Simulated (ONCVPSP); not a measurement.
Building the ONCV potential for rhenium (Re) (PBE, scalar-relativistic).

ONCVPSP 4.0.1 input, shortened (lines: element, Z, core and valence counts, functional; n l f; lmax; l rc ep ncon nbas qcut; lloc lpopt rc5 dvloc0; l nproj debl; icmod fcfact rcfact), PBE, scalar-relativistic:

```
  Re 75.00   10    4        4      upf
    1    0    2.00
    2    0    2.00
    2    1    6.00
    3    0    2.00
    3    1    6.00
    3    2   10.00
    4    0    2.00
    4    1    6.00
    4    2   10.00
    4    3   14.00
    5    0    2.00
    5    1    6.00
    5    2    5.00
    6    0    2.00
    2
    0    1.90    0.00    5   10    7.10
    1    1.70    0.00    3    7   10.30
    2    1.95    0.00    3    8    9.80
    4    5    1.70    1.00
    0    2    3.90
    1    3    1.60
    2    2    1.50
    3    4.75    1.80
```

In the p channel the program set the typed energies aside and used -1.728, 0.250, 1.850 Ha.

* Cutoffs needed: 31 Ha and 37 Ha (the cutoffs (Ha) at which the residual kinetic energy of the hardest occupied pseudo-wave falls to 1 and 0.1 mHa per electron)
* Ghost test: no bound ghost flagged; no localised positive-energy state flagged
* Largest excitation error: -143 meV (all-electron minus pseudo) for 5s2 5p6 5d4 6s0, out of 4 test configurations
* rms error of d²Exc/dni dnj: 6.84 mHa without and 4.48 mHa with the model core
